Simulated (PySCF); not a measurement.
Run record for `N#CC/C=N/C/C=C\F`: PBE0/6-31G, full TDDFT, 25 singlets.

Method: TDDFT PBE0/6-31G, vertical, gas phase, core orbitals frozen in the response (PySCF 2.14.0, density-fitted response routines). Geometry: GFN2-xTB. A driver script takes a list of jobs; this job's settings line and coordinates (Å) are shown.

Command:
```bash
OMP_NUM_THREADS=1 python probes_run.py task.json out
```

Input:
```
{"job": {"kind": "uv", "xc": "PBE0", "basis": "6-31G", "nstates": 25, "ntriplets": 2, "tda": false}, "charge": 0, "multiplicity": 1}
N     -4.124742     1.132002    -1.525460
C     -3.417548     0.614210    -0.792949
C     -2.504868    -0.024506     0.123215
C     -1.098798     0.399367    -0.182276
N     -0.240610    -0.456800    -0.492871
C      1.108488    -0.065928    -0.787667
C      2.045189    -0.841715     0.088475
C      3.029493    -0.311403     0.787938
F      3.299503     1.006390     0.770342
H     -2.589301    -1.109549     0.026906
H     -2.772344     0.277241     1.141253
H     -0.898129     1.478972    -0.126797
H      1.293019    -0.350679    -1.830971
H      1.276812     1.015991    -0.678111
H      1.869564    -1.902974     0.149602
H      3.716673    -0.851673     1.421775
```

Output:
```
coarse grid: 14072 points
cycle   1  E = -441.4592534762  dE =  1.476e+00  |g| = 6.320e-01  |ddm| = 4.076e+00
cycle   2  E = -441.2135014169  dE =  2.458e-01  |g| = 1.247e+00  |ddm| = 1.797e+00
cycle   3  E = -441.5461584101  dE = -3.327e-01  |g| = 1.826e-01  |ddm| = 1.180e+00
cycle   4  E = -441.5522931449  dE = -6.135e-03  |g| = 6.013e-02  |ddm| = 1.890e-01
cycle   5  E = -441.5529465335  dE = -6.534e-04  |g| = 2.014e-02  |ddm| = 6.259e-02
cycle   6  E = -441.5530349303  dE = -8.840e-05  |g| = 7.604e-03  |ddm| = 2.465e-02
cycle   7  E = -441.5530479241  dE = -1.299e-05  |g| = 1.238e-03  |ddm| = 8.141e-03
cycle   8  E = -441.5530482443  dE = -3.202e-07  |g| = 3.607e-04  |ddm| = 1.386e-03
final grid: 138440 points
cycle   9  E = -441.4909847655  dE = -2.455e-05  |g| = 7.423e-03  |ddm| = 2.203e-02
cycle  10  E = -441.4909798087  dE =  4.957e-06  |g| = 9.348e-03  |ddm| = 1.749e-02
cycle  11  E = -441.4909979385  dE = -1.813e-05  |g| = 1.888e-03  |ddm| = 1.032e-02
cycle  12  E = -441.4909987132  dE = -7.747e-07  |g| = 4.189e-04  |ddm| = 2.097e-03
cycle  13  E = -441.4909987518  dE = -3.864e-08  |g| = 9.313e-05  |ddm| = 4.387e-04
cycle  14  E = -441.4909987527  dE = -8.444e-10  |g| = 6.753e-05  |ddm| = 1.345e-04
cycle  15  E = -441.4909987536  dE = -9.413e-10  |g| = 2.044e-05  |ddm| = 6.036e-05
converged SCF energy = -441.4909987536

Static polarisability (au): isotropic 69.187, principal 48.781 58.620 100.160

Singlet excitations
state   eV       nm        f      main configurations
  1   5.0522    245.4   0.00591   H->L 0.87, H-1->L 0.10
  2   6.0540    204.8   0.01270   H-1->L 0.87, H->L 0.10
  3   6.8498    181.0   0.00155   H->L+1 0.90
  4   7.6214    162.7   0.00648   H->L+2 0.35, H-3->L 0.35
  5   7.6733    161.6   0.10344   H->L+2 0.36, H-2->L 0.31, H-3->L 0.17
  6   7.8797    157.3   0.14568   H->L+3 0.38, H-4->L 0.23, H->L+2 0.13
  7   7.9122    156.7   0.03563   H->L+3 0.45, H-4->L 0.22, H-3->L 0.16
  8   7.9974    155.0   0.42337   H-1->L+1 0.40, H-4->L 0.31, H-2->L 0.14
  9   8.0846    153.4   0.07805   H-1->L+1 0.32, H-2->L 0.21, H-2->L+1 0.21
 10   8.2483    150.3   0.01090   H-1->L+2 0.78, H->L+2 0.12
 11   8.3913    147.8   0.01309   H-1->L+3 0.45, H-2->L+1 0.26
 12   8.4802    146.2   0.02113   H-1->L+3 0.29, H-5->L 0.23, H-2->L+1 0.14
 13   8.5381    145.2   0.00322   H-4->L+2 0.39, H-3->L+3 0.09
 14   8.6271    143.7   0.03170   H-5->L 0.59, H-2->L+1 0.20
 15   8.8254    140.5   0.00207   H-1->L+5 0.46, H-1->L+4 0.15, H-1->L+6 0.13
 16   8.8537    140.0   0.00423   H-3->L+2 0.18, H-3->L+3 0.17, H-4->L+3 0.13
 17   8.8904    139.5   0.00678   H-3->L+3 0.23, H-2->L+2 0.17, H-3->L+2 0.14
 18   9.0773    136.6   0.01259   H-6->L 0.53, H-6->L+1 0.23
 19   9.2166    134.5   0.02944   H-7->L 0.45, H->L+4 0.19, H-6->L+1 0.10
 20   9.2369    134.2   0.04108   H->L+4 0.32, H-7->L 0.25, H->L+5 0.20
 21   9.2525    134.0   0.00298   H-2->L+2 0.53, H-4->L+2 0.17
 22   9.3010    133.3   0.03761   H-1->L+4 0.54, H-1->L+5 0.21, H->L+5 0.08
 23   9.3458    132.7   0.05700   H->L+5 0.48, H->L+4 0.16, H-2->L+3 0.16
 24   9.4619    131.0   0.06766   H-2->L+3 0.35, H-4->L+3 0.09
 25   9.5553    129.8   0.02487   H-4->L+1 0.37, H->L+6 0.15, H-6->L 0.08

Triplet excitations (Tamm-Dancoff, eV): 4.1052 4.5174
```

The SCF starts on a coarse grid where the log names one; the energy can jump when the final grid takes over, and dE then counts from the start density on the new grid. H and L stand for HOMO and LUMO; the number after each pair is its weight.

Task: Which computed singlet has the largest oscillator strength, and what do all of them sum to?

Result: State 8 at 8.00 eV (155 nm), f = 0.423; the 25 states sum to 1.179.

Task: Give the mean polarisability as a volume in Å³, and the ratio of the largest to the smallest principal value.

Result: 69.187 au × 0.148185 = 10.25 Å³; 100.160/48.781 = 2.05.

In short: SCF converged in 15 cycles with 95 basis and 852 fitting functions; HOMO -7.51 eV, LUMO -0.53 eV; lowest singlet 5.05 eV; lowest triplet 4.11 eV (Tamm–Dancoff); mean polarisability 69.2 au.

Task: Estimate the wall time. Hardware: Arm Neoverse V1, one thread, shared host with 32 logical CPUs at a one-minute load of 9.1. And the peak memory of the process?

Result: About 20 s, with 0.55 GiB resident at the peak, the Python interpreter and its libraries included.

The values belong to the conformer `[N:1]#[C:2][CH2:3]/[CH:4]=[N:5]/[CH2:6]/[CH:7]=[CH:8]\[F:9]`: C2–C3–C4–N5 -120°, C4–N5–C6–C7 125°, N5–C6–C7–C8 -132°.
